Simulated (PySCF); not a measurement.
Species: C5H3F3OS.
SMILES with atom numbers: `[F:1][C:2]([F:3])([F:4])[O:5][c:6]1[cH:7][cH:8][cH:9][s:10]1`

Probes without a nucleus sit at each ring's centroid and 1 Å off its mean plane on both sides; NICS is minus the shielding there, NICSzz its component along the normal. Level: GIAO PBE0/pcSseg-1 (PySCF, non-relativistic, gas phase) on the GFN2-xTB geometry, one conformer.

Ring bond lengths (Å), with Mayer bond orders in brackets: C6–C7 1.356 (1.55), C7–C8 1.416 (1.25), C8–C9 1.354 (1.60), C9–S10 1.724 (1.14), S10–C6 1.723 (1.17).

Q: Give the NICS values of each ring in ppm.

A: 
```
           ring                                               type  NICS(0)  NICS(1), two faces  NICS(1)zz, two faces  rms pucker (Å)  centre to ring atoms, mean (Å)
C6–C7–C8–C9–S10  5-membered ring with S; formal bonds all aromatic    -13.1       -10.4 / -10.4         -23.6 / -23.6            0.00                            1.28
```

Q: What can be read from them?

A: 
- C6–C7–C8–C9–S10: mean NICS(1)zz -23.6 ppm, shielded. The ring is flat and has no four-coordinate atom; by the NICS criterion it is aromatic.

Q: How equal are the bonds by HOMA? HOMA = 1 − mean of α(R − Ropt)² over the ring bonds, with Krygowski's 1993 parameters (CC: Ropt 1.388 Å, α 257.7 Å⁻²; CS: Ropt 1.677 Å, α 94.09 Å⁻²).

A: 
- C6–C7–C8–C9–S10: HOMA 0.76; the largest term is that of C8–C9, α(R − Ropt)² = 0.30. The geometric and the magnetic index point the same way.

Q: At the second NICS(1) probe listed for ring C6–C7–C8–C9–S10, 1 Å off the ring, how large is the induced field along the normal in 14.1 T applied along it?

A: NICSzz × B0 = -23.6 ppm × 14.1 T = -333 μT, against the applied field.

Q: List the ring angles and the Hirshfeld charges of the ring atoms.

A: 
- C6–C7–C8–C9–S10: C6 113.4° (+0.033 e), C7 111.2° (-0.097 e), C8 113.0° (-0.065 e), C9 112.4° (-0.084 e), S10 90.0° (+0.118 e); sum 540.0° against 540° for a flat convex ring.

Q: How shielded are the nuclei of the rings and their hydrogens (means over atoms taken as equivalent)?

A: 
```csv
atoms,environment,σ isotropic (ppm)
C6,aromatic carbon bearing oxygen,23.4
C7,aromatic CH carbon,72.1
C8,aromatic CH carbon,57.2
C9,aromatic CH next to a ring sulfur,62.6
S10,thiophene-type sulfur,303.3
H on C7,aromatic hydrogen,24.84
H on C8,aromatic hydrogen,24.70
H on C9,aromatic hydrogen,24.95
```

Conformer computed: `[F:1][C:2]([F:3])([F:4])[O:5][c:6]1[cH:7][cH:8][cH:9][s:10]1`: F1–C2–O5–C6 180°, C2–O5–C6–C7 0°.
